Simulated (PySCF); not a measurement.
# GaH⁺: one state, many levels of theory

State: ²Σ⁺ (doublet), unpaired electrons σ ↑. Set-up: basis Ga cc-pVDZ-PP with ECP10, H cc-pVDZ; scalar-relativistic core potentials; PySCF 2.14. De refers to Ga⁺ + H in their ground configurations, without counterpoise correction. The functionals are run spin-unrestricted. A positive dipole points towards H; it is taken about the centre of mass and depends on that origin.

```
      Level  Re (Å)  ωe (cm⁻¹)  De (eV)  μ (D)
        UHF   1.650       1274    0.123   0.20
    UHF-MP2   1.621       1467    0.247    n/a
UHF-SCS-MP2   1.623       1475    0.226    n/a
   UHF-CCSD   1.664       1274    0.282    n/a
UHF-CCSD(T)   1.663       1279    0.292    n/a
        PBE   1.740       1031    0.388   0.59
     revPBE   1.730       1077    0.358   0.51
     r²SCAN   1.692       1168     0.60   0.50
      TPSSh   1.694       1179     0.63   0.43
       PBE0   1.691       1192    0.408   0.47
     B2PLYP   1.691       1176    0.346   0.41
```

Which functional lies closest to UHF-CCSD(T) in De, which farthest, and by how much do they differ from it?

Closest is B2PLYP (+2.8 pm in Re, -8.1 % in ωe, +0.05 eV in De against UHF-CCSD(T) in the same basis), farthest TPSSh (+3.1 pm in Re, -7.8 % in ωe, +0.34 eV in De). CCSD(T) converges more slowly with the basis than the functionals do and binds too weakly in this one, so the order can change at the basis-set limit.

What does a quarter of exact exchange do here, going from PBE to PBE0?

PBE0 less PBE: -4.9 pm in Re, +15.6 % in ωe, +0.02 eV in De. Exact exchange removes part of the self-interaction that spreads semilocal densities, and in most molecules shortens and stiffens the bond and lowers De; here De goes the other way.

What does the step from GGA to meta-GGA do here, going from PBE to r²SCAN?

r²SCAN less PBE: -4.8 pm in Re, +13.3 % in ωe, +0.21 eV in De. 

Correlated steps freeze 4 core orbitals. The bond is weak. Basis-set superposition, not corrected here, can be much of De in a small basis, most of all at correlated wavefunction levels. Spin–orbit coupling is left out. For an ion De counts to the pair picked by the measured ionisation energies or electron affinities, which need not be the lowest pair at this level. B2PLYP dipoles, levels and charges come from its SCF part alone. The state was picked by a PBE0 search and need not be the measured ground state.
